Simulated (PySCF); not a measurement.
**Spin-rotation constants: `InChI=1S/C5H9FO/c1-3-7-4-5(2)6/h3,5H,1,4H2,2H3/t5-/m1/s1`**

Geometry:
```json
{"atom": "C1", "x (Å)": "2.381", "y (Å)": "1.377", "z (Å)": "0.484"}
{"atom": "C2", "x (Å)": "2.072", "y (Å)": "0.096", "z (Å)": "0.363"}
{"atom": "O3", "x (Å)": "0.904", "y (Å)": "-0.459", "z (Å)": "-0.043"}
{"atom": "C4", "x (Å)": "-0.147", "y (Å)": "0.415", "z (Å)": "-0.388"}
{"atom": "C5", "x (Å)": "-1.342", "y (Å)": "-0.443", "z (Å)": "-0.807"}
{"atom": "C6", "x (Å)": "-1.919", "y (Å)": "-1.240", "z (Å)": "0.349"}
{"atom": "F7", "x (Å)": "-2.309", "y (Å)": "0.405", "z (Å)": "-1.316"}
{"atom": "H8", "x (Å)": "1.698", "y (Å)": "2.176", "z (Å)": "0.260"}
{"atom": "H9", "x (Å)": "3.359", "y (Å)": "1.661", "z (Å)": "0.823"}
{"atom": "H10", "x (Å)": "2.777", "y (Å)": "-0.690", "z (Å)": "0.595"}
{"atom": "H11", "x (Å)": "0.147", "y (Å)": "1.066", "z (Å)": "-1.222"}
{"atom": "H12", "x (Å)": "-0.425", "y (Å)": "1.045", "z (Å)": "0.468"}
{"atom": "H13", "x (Å)": "-1.050", "y (Å)": "-1.103", "z (Å)": "-1.633"}
{"atom": "H14", "x (Å)": "-2.264", "y (Å)": "-0.567", "z (Å)": "1.130"}
{"atom": "H15", "x (Å)": "-2.757", "y (Å)": "-1.842", "z (Å)": "0.008"}
{"atom": "H16", "x (Å)": "-1.145", "y (Å)": "-1.888", "z (Å)": "0.748"}
```

The calculation used PySCF, GIAO PBE/pcSseg-1 magnetisability, rotational g tensor and spin-rotation constants, non-relativistic, gas phase. Geometry: GFN2-xTB, dihedral held. The dihedral C5–C4–O3–C2 is held at 180°.

Question: Give the nuclear spin-rotation constants along the inertial axes (H = +C I·J) beside the isotropic shieldings.

Answer: Rotational constants 6.0760, 1.3006, 1.1489 GHz. A star marks the isotopologue with that one atom substituted, in its own axes.
```tsv
atom	isotope	Caa (kHz)	Cbb (kHz)	Ccc (kHz)	mean (kHz)	σ (ppm)
F7	19F	3.815	0.549	0.666	1.677	377.1
H8	1H	-0.317	-0.001	-0.112	-0.143	27.5
H9	1H	0.485	-0.144	-0.136	0.069	27.5
H10	1H	-0.257	0.021	-0.089	-0.108	24.9
H11	1H	-0.520	0.028	-0.099	-0.197	27.5
H12	1H	-0.580	-0.153	0.058	-0.225	28.2
H13	1H	-0.556	-0.136	0.079	-0.205	26.4
H14	1H	-0.725	-0.142	0.029	-0.279	30.6
H15	1H	0.091	-0.129	-0.124	-0.054	30.0
H16	1H	-0.361	-0.034	-0.127	-0.174	30.1
C1	13C*	2.264	0.298	0.168	0.910	97.4
C2	13C*	2.844	0.459	0.292	1.198	25.1
O3	17O*	-1.111	-0.279	-0.138	-0.509	186.1
C4	13C*	1.384	0.304	0.275	0.654	108.2
C5	13C*	1.548	0.312	0.344	0.735	87.0
C6	13C*	1.002	0.190	0.172	0.455	160.4
```
For the geometry as given, no vibrational averaging.
